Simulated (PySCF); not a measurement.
C5H6ClFO.
Z-matrix (Å and degrees, GFN2-xTB geometry), rows numbered from 1:
```
F 
C   1  1.3582
Cl  2  1.7825  1  108.51
C   2  1.5317  1  109.52  3  -121.59
O   4  1.4070  2  110.64  1  -167.55
C   5  1.3332  4  116.05  2   -95.37
C   6  1.2978  5  150.65  4   173.28
C   6  1.4931  5  143.88  4   -13.53
H   2  1.0962  1  107.93  3   116.65
H   4  1.0964  2  109.70  1    68.99
H   4  1.0955  2  107.86  1   -50.46
H   7  1.0591  6  151.20  8  -179.06
H   8  1.0852  6  119.67  7  -105.94
H   8  1.0868  6  120.03  7   105.43
```

NICS = −σ at a ghost point: NICS(0) at the centroid of the ring atoms, NICS(1) 1 Å to either side along the normal of their mean plane, zz for the tensor component along that normal. Level: GIAO PBE0/pcSseg-1 (PySCF, non-relativistic, gas phase) on the GFN2-xTB geometry, one conformer.

Ring bond lengths (Å), with Mayer bond orders in brackets: C6–C7 1.298 (1.73), C7–C8 1.515 (0.89), C8–C6 1.493 (0.97).

Give the NICS values of each ring in ppm.

```csv
ring,type,NICS(0),"NICS(1), two faces","NICS(1)zz, two faces",rms pucker (Å),"centre to ring atoms, mean (Å)"
C6–C7–C8,"3-membered carbocycle; formal bonds 1 double, 2 single",-32.8,-5.7 / -5.9,-11.4 / -12.8,0.00,0.83
```

What can be read from them?

- C6–C7–C8: mean NICS(1)zz -12.1 ppm, shielded. C8 has four or more neighbours; no verdict on aromaticity is drawn. NICS(0) lies 27 ppm below the mean NICS(1).

What is the mean of the two in-plane components of NICS at the second NICS(1) probe listed for ring C6–C7–C8, 1 Å off the ring?

The isotropic value is a third of the trace: (3 × -5.9 − (-12.8))/2 = -2.5 ppm.
